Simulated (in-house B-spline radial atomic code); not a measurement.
Radial electron density of the mercury ion Hg⁴⁺, [Xe] 4f13 5d8 6p1. Method: Dirac-Hartree-Fock, average of configuration, Fermi nucleus of rms radius 5.4648 fm. Calculated with a radial B-spline atomic code at the basis-set limit.

Columns: r (bohr), 4πr²n(r) (electrons per bohr), bar.

```
0.000488    3.778 #
0.000611    5.359 ##
0.000763    7.525 ##
0.000954    10.51 ###
 0.00119    14.52 ####
 0.00149    19.95 ######
 0.00186    26.98 ########
 0.00233    36.09 ###########
 0.00291     47.2 ##############
 0.00364    60.42 ##################
 0.00455    75.08 ######################
 0.00569    90.09 ###########################
 0.00711    103.5 ###############################
 0.00889      113 #################################
  0.0111    116.5 ##################################
  0.0139    113.6 ##################################
  0.0174      107 ################################
  0.0217    102.9 ##############################
  0.0271    107.8 ################################
  0.0339    123.8 #####################################
  0.0424    142.6 ##########################################
   0.053    149.2 ############################################
  0.0663    136.6 ########################################
  0.0829    119.8 ###################################
   0.104    121.7 ####################################
   0.129    137.3 ########################################
   0.162    133.3 #######################################
   0.202      100 #############################
   0.253    76.85 #######################
   0.316    85.69 #########################
   0.395    89.69 ##########################
   0.494    65.14 ###################
   0.618    37.11 ###########
   0.772    25.63 ########
   0.965    21.47 ######
    1.21    14.79 ####
    1.51    7.633 ##
    1.89     3.12 #
    2.36    1.227 
    2.95   0.4895 
    3.68   0.1558 
    4.61  0.02769 
    5.76 0.002285 
     7.2 6.95e-05 
       9 6.151e-07
```

On this grid the curve has 4 maxima, near 0.0111, 0.053, 0.129, 0.395 bohr.

The 5d5/2 radial function P(r) = rR(r), positive near the nucleus, with its small component Q(r) (sign convention: Q ≈ (P' + κP/r)/2c):

```csv
r (bohr),P,Q
0.00711,0.001593,-0.0001542
0.0111,0.005327,-0.0005123
0.0174,0.01699,-0.001622
0.0271,0.04881,-0.004625
0.0424,0.1232,-0.01164
0.0663,0.2485,-0.02378
0.104,0.3389,-0.03528
0.162,0.1637,-0.02969
0.253,-0.3179,-0.001364
0.395,-0.4573,0.01894
0.618,0.247,0.007932
0.965,0.9553,-0.008202
1.51,0.8103,-0.008515
2.36,0.2859,-0.002829
3.68,0.03465,-0.0003196
```
